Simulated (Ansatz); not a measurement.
Consider the redistribution: `CO[SiH2]S[SiH2]O` + `F[SiH](F)S[SiH2]Cl` → `CO[SiH2]S[SiH](F)F` + `O[SiH2]S[SiH2]Cl`.

Program: Ansatz. Geometries: PBE0-D4/def2-TZVP. ΔE: electronic, gas phase. CBS: MP2 limit from def2 TZ/QZ plus the TZ coupled-cluster correction, frozen cores. DFT in def2-TZVPP. Each species was taken in one conformer, which may not be the lowest.

```csv
level,ΔE (eV)
PBE-D4,0.08
PBE0,0.05
```

(1) What does CCSD(T)/CBS give? (Estimate.)

Largest T1 diagnostic among the species: 0.012.

Results:

(1) Ansatz gave: +0.05 eV. The listed levels differ from it by 0.03, 0.00 eV.

In def2-TZVPP, CCSD(T) changes the Hartree–Fock value by +0.08 eV (the triples alone add +0.02 eV) and MP2 by +0.08 eV.
